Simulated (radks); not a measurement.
The nuclear charge of the tantalum ion Ta+ is varied continuously with 72 electrons held in [Xe] 4f14 5d3 6s1. All-electron calculation, scalar-relativistic Kohn-Sham, PBE, spin-unpolarised, spherical densities, finite nucleus; Fermi nuclear charge, rms radius 5.3507 fm. Program: a radial shooting solver on a logarithmic mesh with Libxc functionals. By the Hellmann-Feynman theorem dE/dZ = E(electron-nucleus)/Z, the electronic potential at the nucleus (averaged over a nucleus of fixed radius). The scalar-relativistic energy here is not variational (the density holds large components alone), so the two differ by a part that grows with Z.

| Z | E (hartree) | E(electron-nucleus)/Z (hartree) | HOMO | e(HOMO) (eV) | <r> HOMO (bohr) |
|---|---|---|---|---|---|
| 72 | -15076.0635 | -516.543 | 5d | -1.988 | 2.704 |
| 72.2 | -15180.3516 | -518.740 | 5d | -3.378 | 2.529 |
| 72.4 | -15285.0869 | -520.935 | 5d | -4.941 | 2.391 |
| 72.6 | -15390.2690 | -523.128 | 5d | -6.658 | 2.278 |
| 72.8 | -15495.8978 | -525.321 | 5d | -8.511 | 2.184 |
| 73 | -15601.9733 | -527.514 | 5d | -10.488 | 2.103 |
| 73.2 | -15708.4958 | -529.708 | 5d | -12.579 | 2.033 |
| 73.4 | -15815.4653 | -531.902 | 5d | -14.777 | 1.971 |
| 73.6 | -15922.8821 | -534.098 | 6s | -16.736 | 2.856 |
| 73.8 | -16030.7466 | -536.295 | 6s | -18.576 | 2.793 |
| 74 | -16139.0592 | -538.493 | 6s | -20.478 | 2.734 |

The central difference of E at Z = 73 is -531.495 hartree, to compare with the third column; the second derivative is -11.2 hartree.
